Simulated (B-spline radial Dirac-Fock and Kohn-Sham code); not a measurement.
Kohn-Sham estimates against Dirac-Fock for the levels of Hg⁶⁹⁺

System: Hg⁶⁹⁺, configuration [Ne] 3s1.

The density-functional columns are spherical, spin-unpolarised Dirac-Kohn-Sham results without Breit or QED terms: −ε is minus the orbital energy of the initial state and ΔSCF the difference of two total energies. The reference in the last column comes from Dirac-Fock ΔSCF + Breit + QED. All numbers are from an atomic code on a B-spline grid, in eV; a selection of levels is shown. For the 1s level of heavy atoms much of the gap between ΔSCF and the reference is the Breit and QED part, -446.0 eV here; for other levels the error of the functional can be larger.

```
level   LDA −ε  LDA ΔSCF  Dirac-Fock
   L2  20225.9   20434.7     20354.4
   L3  18214.2   18396.0     18362.1
   M1   8564.4    8628.4      8615.3
```

For the outermost level NIST gives 8620 ± 50 eV (theoretical); the differences from it are LDA −ε -55.58, LDA ΔSCF +8.42, Dirac-Fock -4.75 eV.

Values without a named source are computed, but for edge energies of neutral atoms, which are taken from tables.
